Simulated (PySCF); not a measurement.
SMILES Nc1cc[c]([GeH3])cc1, GFN2-xTB optimised geometry.

```
17

N     -1.77    -2.68     0.07
C     -1.07    -1.50     0.00
C     -1.73    -0.27    -0.01
C     -1.02     0.91    -0.01
C      0.37     0.92     0.00
Ge     1.35     2.60     0.01
C      1.03    -0.31     0.00
C      0.33    -1.50     0.00
H     -1.28    -3.51    -0.20
H     -2.74    -2.64    -0.20
H     -2.82    -0.26    -0.01
H     -1.56     1.85    -0.01
H      1.16     3.36     1.28
H      0.90     3.51    -1.09
H      2.82     2.35    -0.16
H      2.11    -0.32     0.00
H      0.86    -2.44     0.00
```

Density from CAM-B3LYP/def2-SVP (PySCF) at that geometry.

Minimum of the electron density along straight lines between bonded atoms, close to the bond critical point (lines longer than 1.1 times the sum of covalent radii, or with two minima, are not listed):

```
bond     length / Å  ρ at the minimum / e bohr⁻³  ∇²ρ there / e bohr⁻⁵  position (fraction from the first atom)
-------  ----------  ---------------------------  --------------------  ---------------------------------------
N1–C2         1.378                        0.311                 -0.98                                     0.64
C2–C3         1.396                        0.309                 -0.80                                     0.52
C3–C4         1.378                        0.317                 -0.82                                     0.50
C4–C5         1.391                        0.309                 -0.78                                     0.51
C5–Ge6        1.945                        0.131                  0.05                                     0.53
C5–C7         1.390                        0.309                 -0.78                                     0.49
C2–C8         1.395                        0.310                 -0.80                                     0.52
C7–C8         1.379                        0.316                 -0.82                                     0.50
N1–H9         1.007                        0.336                 -1.58                                     0.77
N1–H10        1.007                        0.336                 -1.58                                     0.77
C3–H11        1.082                        0.280                 -1.05                                     0.63
C4–H12        1.083                        0.283                 -1.08                                     0.63
Ge6–H13       1.498                        0.141                  0.09                                     0.59
Ge6–H14       1.498                        0.141                  0.09                                     0.59
Ge6–H15       1.495                        0.142                  0.08                                     0.59
C7–H16        1.083                        0.283                 -1.09                                     0.63
C8–H17        1.081                        0.280                 -1.05                                     0.63
```
